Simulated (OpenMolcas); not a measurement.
An OpenMolcas run meant for Nb2+ (ANO-RCC-VTZP, DKH3; inactive shells 1s 2s 2p 3s 3p 3d 4s 4p; intended active space 3 electrons in 5 orbitals (4d)). One step of its input:

```
&RASSCF
FileOrb=start.orb
Symmetry=1
Spin=4
nActEl=3 0 0
Inactive=9 9
Ras2=5 0
CIRoot=9 9 1
SDav=10
CIMx=300
Iter=100 100
PrWF=0.3
OrbListing=Nothing
MaxOrb=0
Atom
```

The run finished. Its levels beside those of a sound run (CASSCF), in eV above each run's lowest level:

```json
{"Level": "4d³ ⁴F_3/2", "This run": "0.0000", "Usual run": "0.0000"}
{"Level": "4d³ ⁴F_5/2", "This run": "0.0622", "Usual run": "0.0624"}
{"Level": "4d³ ⁴F_7/2", "This run": "0.1440", "Usual run": "0.1443"}
{"Level": "4d³ ⁴F_9/2", "This run": "0.2411", "Usual run": "0.2413"}
{"Level": "4d³ ²G_7/2", "This run": "1.4898", "Usual run": "1.4903"}
{"Level": "4d³ ²G_9/2", "This run": "1.5577", "Usual run": "1.5582"}
{"Level": "4d³ ²P_1/2", "This run": "1.9291", "Usual run": "1.9427"}
{"Level": "4d³ ²H_9/2", "This run": "1.9651", "Usual run": "1.9654"}
{"Level": "4d³ ²H_11/2", "This run": "2.0075", "Usual run": "2.0077"}
{"Level": "4d³ ²F_7/2", "This run": "3.2606", "Usual run": "3.2604"}
{"Level": "4d³ ²F_5/2", "This run": "3.2980", "Usual run": "3.2918"}
```

**Question.** Which setting is unsound, and how much does it matter here?

**Answer.** CIRoot is one short, so the average cuts through a term and the orbitals lose spherical symmetry. Against the sound run the excited levels shown move by 18 cm-1 on average and by 110 cm-1 at most.

Levels of configurations with an s electron are missing; early in the row they begin among the upper levels of the d shell and mix with terms of their name. Without dynamic correlation excited terms often stand tens of per cent too high (terms of higher spin than the ground term too low), and those without a measured partner can miss by more than the paired ones. Levels of configurations outside the active space are missing.
